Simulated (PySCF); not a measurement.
PySCF job for B(H)2(iPr) (C₃H₉B), SMILES BC(C)C, ωB97X-D3(BJ)/def2-SVP. 

```python
import numpy as np
from pyscf import gto, scf, dft
import os
os.environ['JAX_PLATFORMS'] = 'cpu'
from ase import Atoms, units
from ase.calculators.calculator import Calculator, all_changes
from sella import Sella

mol = gto.M(
    atom='''
    B    -0.09997080   -1.62770383   -0.00000009
    H    -0.22484351   -2.20263201   -1.00998620
    H    -0.22484351   -2.20263211    1.00998596
    C     0.31027501   -0.10853099   -0.00000000
    C    -0.09401999    0.67622277   -1.25411489
    C    -0.09401999    0.67622264    1.25411497
    H     1.41288018   -0.15877789   -0.00000001
    H     0.33312588    1.67816675   -1.24055815
    H    -1.17674480    0.77166563   -1.30401208
    H     0.24524429    0.16970519   -2.15412306
    H     0.24524428    0.16970496    2.15412307
    H     0.33312588    1.67816661    1.24055833
    H    -1.17674480    0.77166550    1.30401215
    ''',
    basis='def2-SVP',
    charge=0,
    spin=0,
    max_memory=1600,
    verbose=3,
)
mf = dft.RKS(mol, xc='wb97x-d3bj').density_fit(auxbasis='def2-universal-jkfit')
mf.grids.level = 3
mf.conv_tol = 1e-9
mf.max_cycle = 100
mf.kernel()
grad = mf.nuc_grad_method()
grad.grid_response = mol.nao <= 150
scan = grad.as_scanner()
scan.verbose = scan.base.verbose = 0
class SCF(Calculator):
    implemented_properties = ['energy', 'forces']
    def calculate(self, atoms=None, properties=None, system_changes=all_changes):
        super().calculate(atoms, properties, system_changes)
        e, g = scan(mol.set_geom_(self.atoms.positions, unit='Angstrom', inplace=False))
        assert scan.converged
        self.results = {'energy': float(e) * units.Hartree, 'forces': -np.asarray(g) * units.Hartree / units.Bohr}
atoms = Atoms(mol.elements, mol.atom_coords(unit='Angstrom'), calculator=SCF())
conv = Sella(atoms, order=0, internal=True, allow_fragments=True).run(fmax=0.002, steps=150)
mol_eq = mol.set_geom_(atoms.positions, unit='Angstrom', inplace=False)
print(mol_eq.tostring(format='xyz'))
mf.reset(mol_eq)
mf.verbose = 3
mf.kernel()
```

It prints:

```
converged SCF energy = -144.552615035102
     Step          Energy         fmax         cmax       rtrust          rho
Sella   0    -3933.477009       1.3023       0.0000       0.1000       1.0000
Sella   1    -3933.558684       1.3023       0.0000       0.1000       1.1047
Sella   2    -3933.560249       0.3564       0.0000       0.1000       0.2260
Sella   3    -3933.567503       0.4665       0.0000       0.1000       1.0066
Sella   4    -3933.569301       0.1281       0.0000       0.1000       1.6265
Sella   5    -3933.571515       0.0944       0.0000       0.1000       1.1324
Sella   6    -3933.571825       0.0581       0.0000       0.1000       1.5477
Sella   7    -3933.572086       0.0414       0.0000       0.1000       1.1491
Sella   8    -3933.572108       0.0129       0.0000       0.1000       1.2857
Sella   9    -3933.572113       0.0095       0.0000       0.1000       1.2866
Sella  10    -3933.572115       0.0042       0.0000       0.1000       1.2265
13
XYZ from PySCF
B          -0.08208363       -1.61317016       -0.00000009
H          -0.16784437       -2.22595573       -1.04301114
H          -0.16784427       -2.22595583        1.04301090
C           0.26078004       -0.08913740       -0.00000000
C          -0.10146773        0.68271050       -1.27499952
C          -0.10146774        0.68271036        1.27499961
H           1.37366987       -0.23196722       -0.00000001
H           0.35915451        1.68481006       -1.28797784
H          -1.19302381        0.82500048       -1.34601143
H           0.22135231        0.14619407       -2.18074097
H           0.22135228        0.14619383        2.18074098
H           0.35915448        1.68480991        1.28797801
H          -1.19302382        0.82500034        1.34601150
converged SCF energy = -144.556110128485
```

Self-consistency was reached.
